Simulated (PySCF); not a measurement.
**KO: frontier orbitals**

r²SCAN0 at R = 2.192 Å; basis K def2-TZVPP, O def2-TZVPP; no relativity; PySCF 2.14. State: ²Σ⁺ (doublet), unpaired electrons σ ↑. Only the outer orbitals are listed, counted within each symmetry.

```
spin  orbital  occ.  ε (eV)  on K (%)  main shells (%)
   α       5σ     1  -38.95       100          100 K s
   α       6σ     1  -23.53        18   82 O s, 17 K p
   α       2π     1  -20.94       100          100 K p
   α       2π     1  -20.94       100          100 K p
   α       7σ     1  -20.31        82   81 K p, 17 O s
   α       8σ     1   -7.79         5           95 O p
   α       3π     1   -5.63         5           95 O p
   α       3π     1   -5.63         5           95 O p
   α       9σ     0   -0.65       100   84 K s, 15 K p
   α       4π     0    1.16       100   88 K p, 11 K d
   α       4π     0    1.16       100   88 K p, 11 K d
   β       5σ     1  -38.89       100          100 K s
   β       6σ     1  -21.61        63   63 K p, 36 O s
   β       2π     1  -20.90       100          100 K p
   β       2π     1  -20.90       100          100 K p
   β       7σ     1  -19.16        38   62 O s, 37 K p
   β       3π     1   -4.85         6           94 O p
   β       3π     1   -4.85         6           94 O p
   β       8σ     0   -0.70        95   79 K s, 15 K p
   β       9σ     0    0.51        32   67 O p, 26 K s
   β       4π     0    1.18       100   88 K p, 12 K d
```

Question: Which are the highest filled and the lowest empty level, where do they sit, and how wide is the gap?

Answer: Highest filled β 3π at -4.85 eV (in %: 94 O p); lowest empty β 8σ at -0.70 eV (in %: 79 K s, 15 K p); the gap at r²SCAN0 is 4.15 eV.

```json
{
  "bond order (Mayer)": "0.52",
  "⟨S²⟩": "0.756",
  "charge on K (Mulliken, basis-dependent)": "0.73",
  "charge on K (Löwdin, basis-dependent)": "0.57",
  "dipole moment (positive dipole means K(−)O(+))": "-8.55 D"
}
```

The state is the lowest determinant that a PBE0 search found; another state may lie lower at other levels.
